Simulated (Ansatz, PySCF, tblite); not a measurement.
Scan of H2Be, singlet: symmetric bend, bond length relaxed. Scanned: H-Be-H angle. Other coordinates (Be-H bond length) were minimised at B3LYP/def2-TZVP.

Cartesian coordinates as functions of the variables (Å; names that start with a are angles):
```
Be  0  0  0
H  r*sin(a/2)  0  r*cos(a/2)
H  -r*sin(a/2)  0  r*cos(a/2)
```

Methods: RKS-CAM-B3LYP/cc-pVQZ = restricted CAM-B3LYP/cc-pVQZ (Ansatz, a program for electronic structure); GFN2-xTB, 300 K electronic temperature (tblite); RHF/def2-SVP (PySCF); RKS-B3LYP/6-31G* = restricted B3LYP/6-31G*, spherical d (PySCF); RKS-PBE/cc-pVQZ = restricted PBE/cc-pVQZ (Ansatz); FCI/cc-pVQZ = full CI/cc-pVQZ, frozen core (Ansatz).

Energies in kJ/mol, each method relative to its own lowest point.

```csv
a / °,RKS-CAM-B3LYP/cc-pVQZ,GFN2-xTB,RHF,RKS-B3LYP/6-31G*,RKS-PBE/cc-pVQZ,FCI/cc-pVQZ
180,0.0,0.0,0.0,0.0,0.0,0.0
169.02,2.5,0.9,3.0,2.6,2.4,2.4
160.30,8.1,3.1,9.7,8.4,7.7,7.8
151.98,16.4,6.4,19.4,17.1,15.7,16.0
137.79,37.9,15.5,43.7,39.1,36.1,36.9
132.37,48.6,20.4,55.7,50.1,46.3,47.4
121.56,74.6,33.1,84.2,76.4,71.0,72.9
110.79,107.1,51.0,119.4,109.2,101.7,104.8
99.75,148.1,76.7,163.4,150.3,140.2,145.1
91.34,185.3,103.5,203.0,187.5,175.0,181.7
78.76,251.3,161.0,273.4,253.9,236.3,247.1
68.02,317.9,236.3,344.9,321.8,297.4,313.7
60,372.9,317.9,404.6,378.6,347.4,368.9
```

Q: Order the methods in the basis of the full CI by their root-mean-square error against it, after the best constant shift.

A: RKS-CAM-B3LYP/cc-pVQZ 1.59, RKS-PBE/cc-pVQZ 6.66 (kJ/mol).
